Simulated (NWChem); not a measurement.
System meant: C3H6OS; SMILES S[C@@H](C=O)C

NWChem input:

```
start job
memory heap 200 mb stack 900 mb global 1100 mb
geometry units angstroms noautoz
  C      1.829245     0.377144    -0.304916
  C      0.491087     0.094074     0.370722
  S     -0.811177     1.235163    -0.187146
  C      0.097395    -1.356355     0.195232
  O     -0.981181    -1.761025    -0.140002
  H      2.157143     1.405429    -0.097724
  H      1.745547     0.261162    -1.395602
  H      2.610254    -0.305489     0.068559
  H      0.621075     0.210176     1.464770
  H     -1.723851     0.248415    -0.356919
  H      0.929914    -2.068549     0.431807
end
basis spherical
  * library def2-svp
end
dft
  xc xpbe96 cpbe96
  iterations 4
  mulliken
end
task dft energy
```

End of the output:

```
    Atom       Charge   Shell Charges
 -----------   ------   -------------------------------------------------------
    1 C    6     6.06   1.96  0.58  0.30  1.90  1.25  0.07
    2 C    6     6.21   1.96  0.64  0.32  1.94  1.25  0.10
    3 S   16    15.86   2.00  1.95  0.97  0.66  5.81  1.91  2.49  0.08
    4 C    6     5.91   1.96  0.63  0.31  1.80  1.00  0.20
    5 O    8     8.10   1.97  0.93  0.64  2.68  1.84  0.03
    6 H    1     0.96   0.63  0.26  0.07
    7 H    1     0.97   0.63  0.27  0.07
    8 H    1     0.97   0.63  0.27  0.07
    9 H    1     0.95   0.63  0.25  0.07
   10 H    1     1.02   0.61  0.32  0.09
   11 H    1     1.00   0.64  0.29  0.07

 center of mass
 --------------
 x =  -0.13148185 y =  -0.00771569 z =  -0.00515182

 moments of inertia (a.u.)
 ------------------
         492.636378553354          -0.000000000000          -0.000000000000
          -0.000000000000         378.262118787848           0.000000000000
          -0.000000000000           0.000000000000         812.693918274940

     Multipole analysis of the density
     ---------------------------------

     L   x y z        total         alpha         beta         nuclear
     -   - - -        -----         -----         ----         -------
     0   0 0 0     -0.000000    -24.000000    -24.000000     48.000000

     1   1 0 0      0.914826      0.457413      0.457413      0.000000
     1   0 1 0     -0.053410     -0.026705     -0.026705     -0.000000
     1   0 0 1      0.302800      0.151400      0.151400      0.000000

     2   2 0 0    -26.796908   -117.491842   -117.491842    208.186776
     2   1 1 0     -0.924125     -1.917518     -1.917518      2.910911
     2   1 0 1      0.518649      0.612749      0.612749     -0.706848
     2   0 2 0    -31.108311   -137.598616   -137.598616    244.088922
     2   0 1 1     -0.642354      0.655571      0.655571     -1.953495
     2   0 0 2    -27.981733    -25.075936    -25.075936     22.170140

 ------------------------------------------------------------------------
 dft energy failed                                                                                  0
 ------------------------------------------------------------------------
 ------------------------------------------------------------------------
  current input line :
    24: task dft energy
 ------------------------------------------------------------------------
 ------------------------------------------------------------------------
 This type of error is most commonly associated with calculations not reaching convergence criteria
 ------------------------------------------------------------------------
 For more information see the NWChem manual at https://nwchemgit.github.io

0:dft energy failed:Received an Error in Communication
```

**Question.** Can this run be used? If not, why, and what is the fix?

**Answer.** Convergence was not reached. Cause: the SCF was allowed too few iterations. This input runs:
```
start job
memory heap 200 mb stack 900 mb global 1100 mb
geometry units angstroms noautoz
  C      1.829245     0.377144    -0.304916
  C      0.491087     0.094074     0.370722
  S     -0.811177     1.235163    -0.187146
  C      0.097395    -1.356355     0.195232
  O     -0.981181    -1.761025    -0.140002
  H      2.157143     1.405429    -0.097724
  H      1.745547     0.261162    -1.395602
  H      2.610254    -0.305489     0.068559
  H      0.621075     0.210176     1.464770
  H     -1.723851     0.248415    -0.356919
  H      0.929914    -2.068549     0.431807
end
basis spherical
  C library def2-svp
  S library def2-svp
  O library def2-svp
  H library def2-svp
end
dft
  xc xpbe96 cpbe96
  iterations 150
  mulliken
end
task dft energy
```
It converges to -590.65284 Ha (PBE/def2-SVP).
